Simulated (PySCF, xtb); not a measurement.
Sn(F)(Cl)2(NH2) (Cl2FH2NSn), SMILES [NH2][Sn]([F])([Cl])[Cl].

GFN2-xTB (xtb) at its own geometry gives an orbital gap of 2.88 eV and a dipole moment of 2.67 D.

Geometry: B3LYP-D3(BJ)/def2-SVP. The structure was generated by enumeration; whether it is a known compound was not checked. The def2 effective core potentials stand for the cores of Sn; spin–orbit coupling is left out. The values are those of a single conformer.

### Question
What does PySCF with PBE/def2-TZVP give? (Estimate from the structure and the level; the computed values follow.)

### Answer
gap 3.66 eV (levels -7.35 and -3.69 eV), dipole 2.70 D.
